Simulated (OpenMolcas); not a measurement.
A calculation on Sb.

| Item | Value |
| --- | --- |
| Program | OpenMolcas |
| Method | XMS-CASPT2, IPEA 0.25 Eh, imaginary shift 0.1 Eh (closed shells correlated: 4d) |
| Basis | ANO-RCC-VTZP [7s6p4d2f1g] |
| Scalar Hamiltonian | DKH2, point nucleus |
| Active space | 5 electrons in 8 orbitals (5s 5p 6s 6p) |
| State averaging | 2S+1 = 4 odd, 1 root; 2S+1 = 2 odd, 8 roots; 2S+1 = 4 even, 3 roots; 2S+1 = 2 even, 3 roots (0 in the spin-orbit step) |
| Spin-orbit coupling | RASSI with atomic mean-field integrals over the reference wave functions, term energies averaged over their components |

(1) Which level of the active space comes out lowest?

(2) How high does 5s² 5p³ ²P°_1/2 lie?

(3) How high does 5s² 5p³ ²P°_3/2 lie?

(4) How high does 5s² 5p³ ²D°_3/2 lie?

Measured values: NIST Handbook of Basic Atomic Spectroscopic Data.

Results:

(1) 5s² 5p³ ⁴S°_3/2, with 98 % of that term; it is also the measured ground level.

(2) 18620 cm⁻¹ above the lowest level; measured 16395 cm⁻¹ above the ground level, so the calculation is off by +14 %.

(3) 19990 cm⁻¹ above the lowest level; measured 18464 cm⁻¹ above the ground level, so the calculation is off by +8 %.

(4) 10160 cm⁻¹ above the lowest level; measured 8512 cm⁻¹ above the ground level, so the calculation is off by +19 %.

CASPT2 does not keep the components of a term degenerate, so their means are used; among the terms shown or strongly mixed into the levels shown the widest spread is 300 cm-1 (5s² 5p³ ²D°). Some high roots are left out of the spin-orbit mixing, which shifts the levels that they would mix with. Active for correlation alone: 6p 6s; no level in the range computed is led by a configuration that fills them, so any true level of that kind is missing. Some terms miss by over 15 % even with CASPT2, which points to a basis or an active space too small for the shells correlated. Computed and measured levels are paired by configuration, term and J; levels that our copy of the source lacks, or whose pairing is in doubt (as where it misses far off the trend of its configuration), stay unpaired and out of the deviations. Only configurations of the active space appear.

° marks odd parity.
